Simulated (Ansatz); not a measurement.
CHF2, charge -1, singlet, at a GFN2-xTB geometry (a gas-phase anion, which may not be bound at this level). Base run: CCSD/cc-pVTZ in Ansatz (an electronic-structure program).

The Ansatz input:
Ansatz 0.2 input:
```yaml
crystal:
  periodic: [false, false, false]
  atoms:
    - {symbol: C, position_ang: [-0.12204909, -0.00422136, 0.64509125]}
    - {symbol: F, position_ang: [-0.02347795, 1.13289904, -0.27210005]}
    - {symbol: F, position_ang: [0.00314120, -1.13074558, -0.28187669]}
    - {symbol: H, position_ang: [0.91532526, 0.00594698, 1.11524321]}
basis:
  gaussian:
    orbitals: cc-pVTZ
total_charge: -1
magnetization: {spin_polarized: false}
correlation: {method: ccsd}
```

Each row names what was changed in the base input (with any setting that the change needs).

```
change                                                             ΔE vs base (kcal/mol)  MP2 correlation (Eh)  CC correlation without the perturbative part (Eh)  basis functions
-----------------------------------------------------------------  ---------------------  --------------------  -------------------------------------------------  ---------------
base                                                                               0.000              -0.67928                                           -0.68841              104
method = bccd_t                                                                   -14.28              -0.67928                                           -0.68689              104
method = ccsd_t                                                                   -14.13              -0.67928                                           -0.68841              104
diis_vectors = 2                                                                   0.000              -0.67928                                           -0.68841              104
accuracy = high                                                                   -0.005              -0.67929                                           -0.68841              104
electrons = all                                                               (withheld)            (withheld)                                         (withheld)              104
electrons = outside_noble_gas                                                      0.000              -0.67928                                           -0.68841              104
lower_state_search = off                                                           0.000              -0.67928                                           -0.68841              104
fitting = cc-pVTZ-JKFIT (mean field), cc-pVTZ-RIFIT (correlation)                 -0.198              -0.67914                                           -0.68879              104
reference functional = pbe0                                                   (withheld)                     -                                         (withheld)              104
```

Task: Some entries are withheld; supply them.

Result: 
- electrons = all, ΔE vs base (kcal/mol): -23.88
- electrons = all, MP2 correlation (Eh): -0.71775
- electrons = all, CC correlation without the perturbative part (Eh): -0.72647
- reference functional = pbe0, ΔE vs base (kcal/mol): 2.29
- reference functional = pbe0, CC correlation without the perturbative part (Eh): -0.70413

A gas-phase anion may not be bound at this level; its values then depend on the basis.
